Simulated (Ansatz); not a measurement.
Level of theory: B3LYP-D3(BJ)/def2-TZVP in Ansatz (a quantum-chemistry and plane-wave program). No frequencies were computed at this level.

Ansatz 0.2 input:
```yaml
crystal:
  periodic: [false, false, false]
  atoms:
    - { symbol: B, position_ang: [0.000019, -0.000003, 0.000056] }
    - { symbol: H, position_ang: [-0.788028, -0.857003, 0.010233] }
    - { symbol: H, position_ang: [-0.348175, 1.111013, 0.003766] }
    - { symbol: H, position_ang: [1.136184, -0.254008, -0.014056] }
basis:
  gaussian: { orbitals: def2-tzvp }
hamiltonian:
  xc: b3lyp
  dispersion: d3bj
relax:
  max_steps: 150
```

Output:

```
Functional definition: B3LYP
301 factors; their error is unknown
mean field evaluation 1: about -723.4100 eV, gradient 1.7e1 eV
mean field evaluation 2: about -724.0405 eV, gradient 1.1e1 eV
mean field evaluation 4: about -724.4528 eV, gradient 3.3e-2 eV
mean field evaluation 8: about -724.4463 eV, gradient 7.1e-4 eV
mean field -724.44634375 eV, -26.6229120853 hartree, gradient 6.1e-5 eV, S^2 0.000000; 0 other end points of the search recorded, 0 dependent functions left out
reference -724.44653498 eV, -26.6229191130 hartree; 4, 4 occupied and 45, 45 virtual orbitals, 301 factors
relax step   1: F+E_penalty+E_count = -724.48460803 eV  Δ(F+E_penalty+E_count) = +0.000e0 eV  max|allowed force component| = 6.350e-1 eV/Å  Δτ_max = 0.0000 Å  (18 SCF iters, accepted)
these checks for a lower state are left out or cut short: starts, cluster_reference, orbital_swaps, neighbouring_geometries, increment
301 factors; their error is unknown
mean field evaluation 16: about -724.4683 eV, gradient 9.7e-6 eV
mean field -724.46828721 eV, -26.6237184929 hartree, gradient 9.7e-6 eV, S^2 0.000000; 0 other end points of the search recorded, 0 dependent functions left out
reference -724.46847969 eV, -26.6237255662 hartree; 4, 4 occupied and 45, 45 virtual orbitals, 301 factors
relax step   2: F+E_penalty+E_count = -724.50653513 eV  Δ(F+E_penalty+E_count) = -2.193e-2 eV  max|allowed force component| = 1.820e-1 eV/Å  Δτ_max = 0.0176 Å  (24 SCF iters, accepted)
these checks for a lower state are left out or cut short: starts, cluster_reference, orbital_swaps, neighbouring_geometries, increment
301 factors; their error is unknown
mean field -724.47033258 eV, -26.6237936586 hartree, gradient 9.9e-6 eV, S^2 0.000000; 0 other end points of the search recorded, 0 dependent functions left out
reference -724.47052555 eV, -26.6238007503 hartree; 4, 4 occupied and 45, 45 virtual orbitals, 301 factors
relax step   3: F+E_penalty+E_count = -724.50857770 eV  Δ(F+E_penalty+E_count) = -2.043e-3 eV  max|allowed force component| = 3.346e-2 eV/Å  Δτ_max = 0.0074 Å  (24 SCF iters, accepted)
these checks for a lower state are left out or cut short: starts, cluster_reference, orbital_swaps, neighbouring_geometries, increment
301 factors; their error is unknown
mean field -724.47038210 eV, -26.6237954785 hartree, gradient 2.5e-5 eV, S^2 0.000000; 0 other end points of the search recorded, 0 dependent functions left out
reference -724.47057509 eV, -26.6238025707 hartree; 4, 4 occupied and 45, 45 virtual orbitals, 301 factors
relax step   4: F+E_penalty+E_count = -724.50862717 eV  Δ(F+E_penalty+E_count) = -4.947e-5 eV  max|allowed force component| = 2.269e-4 eV/Å  Δτ_max = 0.0021 Å  (19 SCF iters, accepted)
301 factors; their error is unknown
mean field evaluation 32: about -724.4704 eV, gradient 2.4e-5 eV
mean field -724.47038210 eV, -26.6237954785 hartree, gradient 2.4e-5 eV, S^2 0.000000; 1 other end points of the search recorded, 0 dependent functions left out
reference -724.47057509 eV, -26.6238025707 hartree; 4, 4 occupied and 45, 45 virtual orbitals, 301 factors
Total energy: -724.50882016 eV, -26.6252080510 hartree
Atom 0 at    -0.000000    -0.000001     0.000014 Å, force     0.000001     0.000002    -0.000227 eV/Å
Atom 1 at    -0.805024    -0.875517     0.010468 Å, force    -0.000020    -0.000022     0.000076 eV/Å
Atom 2 at    -0.355653     1.134988     0.003861 Å, force    -0.000009     0.000027     0.000076 eV/Å
Atom 3 at     1.160677    -0.259471    -0.014345 Å, force     0.000029    -0.000007     0.000075 eV/Å
Dipole moment:     0.000002     0.000002     0.000010 e Å
```

Cost: about 1.8 core-seconds (a rough figure).
